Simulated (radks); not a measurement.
Problem. Species: Nb21+. Configuration: [Ar] 4s2 (not the ground configuration). All-electron calculation, Dirac Kohn-Sham, LDA (Slater exchange, Perdew-Wang correlation), spin-unpolarised, spherical densities, finite nucleus; Fermi nuclear charge, rms radius 4.324 fm. Program: a radial shooting solver on a logarithmic mesh with Libxc functionals. Some entries of the table are withheld. Estimate them.

orbital,occ.,eigenvalue (eV),<1/r> (bohr^-1)
1s1/2,2,-19664.29,(1)
2s1/2,2,(2),9.682
2p1/2,2,-3304.687,(3)
2p3/2,4,-3208.149,(4)
3s1/2,2,-1171.380,3.690
3p1/2,2,-1096.938,(5)
3p3/2,4,-1076.076,(6)
4s1/2,2,-559.5224,(7)

Solution. 
(1) 1s1/2 <1/r> (bohr^-1): 42.34
(2) 2s1/2 eigenvalue (eV): -3513.751
(3) 2p1/2 <1/r> (bohr^-1): 9.643
(4) 2p3/2 <1/r> (bohr^-1): 9.209
(5) 3p1/2 <1/r> (bohr^-1): 3.626
(6) 3p3/2 <1/r> (bohr^-1): 3.520
(7) 4s1/2 <1/r> (bohr^-1): 1.824
